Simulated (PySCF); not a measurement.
C6H13FSi2.
Z-matrix (Å and degrees, GFN2-xTB geometry), rows numbered from 1:
```
C 
C   1  1.3242
Si  2  1.8836  1  124.46
Si  3  2.3411  2  116.94  1  -129.51
C   4  1.9359  3   77.60  2   -93.54
C   5  1.5243  4  118.02  3  -142.52
C   6  1.5259  5  112.86  4  -177.61
C   5  1.5459  4  100.11  3   -17.34
F   8  1.3942  3  107.01  2  -148.35
H   1  1.0780  2  121.52  3    -1.56
H   1  1.0795  2  122.75  3   178.86
H   2  1.0841  1  118.18  3  -178.15
H   3  1.4674  2  109.65  1    22.39
H   4  1.4656  3  119.09  2   157.84
H   4  1.4689  3  124.67  2    15.59
H   5  1.0964  4  108.82  3    94.00
H   6  1.0936  5  108.66  4   -56.11
H   6  1.0917  5  109.04  4    60.89
H   7  1.0892  6  110.71  5    57.98
H   7  1.0871  6  110.41  5   -62.31
H   7  1.0880  6  110.52  5   178.11
H   8  1.0940  3  120.74  2   -28.78
```

NICS = −σ at a ghost point: NICS(0) at the centroid of the ring atoms, NICS(1) 1 Å to either side along the normal of their mean plane, zz for the tensor component along that normal. Level: GIAO PBE0/pcSseg-1 (PySCF, non-relativistic, gas phase) on the GFN2-xTB geometry, one conformer.

Ring bond lengths (Å), with Mayer bond orders in brackets: Si3–Si4 2.341 (0.92), Si4–C5 1.936 (0.86), C5–C8 1.546 (0.97), C8–Si3 1.951 (0.83).

Q: Give the NICS values of each ring in ppm.

A: 
```csv
ring,type,NICS(0),"NICS(1), two faces","NICS(1)zz, two faces",rms pucker (Å),"centre to ring atoms, mean (Å)"
Si3–Si4–C5–C8,4-membered ring with 2 Si; formal bonds all single,2.1,-0.1 / -1.5,7.3 / 4.3,0.14,1.36
```

Q: What do they say, and how far can they be read as aromaticity?

A: 
- Si3–Si4–C5–C8: mean NICS(1)zz 5.8 ppm, deshielded. Si3, Si4, C5, C8 have four or more neighbours; no verdict on aromaticity is drawn. The two faces differ by 3.0 ppm, so no symmetry operation interchanges them.

Q: At the second NICS(1) probe listed for ring Si3–Si4–C5–C8, 1 Å off the ring, how large is the induced field along the normal in 11.7 T applied along it?

A: NICSzz × B0 = 4.3 ppm × 11.7 T = 50 μT, along the applied field.

Q: How shielded are the nuclei of the rings and their hydrogens (means over atoms taken as equivalent)?

A: 
```json
{"atoms": "Si3", "environment": "SiH silicon", "σ isotropic (ppm)": "373.3", "principal values of the symmetric part, first atom (ppm)": "355.8, 370.9, 393.1"}
{"atoms": "Si4", "environment": "SiH2 silicon", "σ isotropic (ppm)": "396.9", "principal values of the symmetric part, first atom (ppm)": "358.1, 364.9, 467.7"}
{"atoms": "C5", "environment": "sp3 carbon bound to silicon", "σ isotropic (ppm)": "147.2", "principal values of the symmetric part, first atom (ppm)": "128.0, 150.1, 163.4"}
{"atoms": "C8", "environment": "sp3 C–F carbon", "σ isotropic (ppm)": "89.6", "principal values of the symmetric part, first atom (ppm)": "48.3, 76.0, 144.4"}
{"atoms": "H13", "environment": "Si–H hydrogen", "σ isotropic (ppm)": "26.64", "principal values of the symmetric part, first atom (ppm)": "23.4, 25.5, 31.1"}
{"atoms": "H14", "environment": "Si–H hydrogen", "σ isotropic (ppm)": "27.21", "principal values of the symmetric part, first atom (ppm)": "24.3, 25.8, 31.5"}
{"atoms": "H15", "environment": "Si–H hydrogen", "σ isotropic (ppm)": "27.20", "principal values of the symmetric part, first atom (ppm)": "24.3, 24.9, 32.4"}
{"atoms": "H16", "environment": "methine hydrogen", "σ isotropic (ppm)": "29.85", "principal values of the symmetric part, first atom (ppm)": "26.8, 30.1, 32.6"}
{"atoms": "H22", "environment": "methine hydrogen", "σ isotropic (ppm)": "26.06", "principal values of the symmetric part, first atom (ppm)": "24.2, 26.2, 27.8"}
```

The run took 2.0 min wall (with the writing of density and orbital grids) on Arm Neoverse N1, one thread, no GPU, shared host with 64 logical CPUs at a one-minute load of 59, and the process peaked at 1.1 GiB of memory. This is the whole shielding run at PBE0/pcSseg-1, SCF included.
